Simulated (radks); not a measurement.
O-, configuration [He] 2s2 2p5. Calculated with a radial shooting solver on a logarithmic mesh with Libxc functionals: non-relativistic Kohn-Sham, LDA (Slater exchange, Perdew-Wang correlation), spin-polarised, spherical densities, point nucleus; open shells are filled with parallel spins first; Watson sphere of charge +1 and radius 2.37 bohr. Some entries of the table are withheld. Estimate them.

orbital  occ.  eigenvalue (hartree)  <r^2> (bohr^2)
1s up       1             -18.61113         0.05460
1s down     1             -18.58727         0.05446
2s up       1              -0.80947           1.735
2s down     1              -0.75954           1.794
2p up       3              -0.28785             (1)
2p down     2              -0.24292             (2)

Answer. 
(1) 2p up <r^2> (bohr^2): 2.633
(2) 2p down <r^2> (bohr^2): 2.962
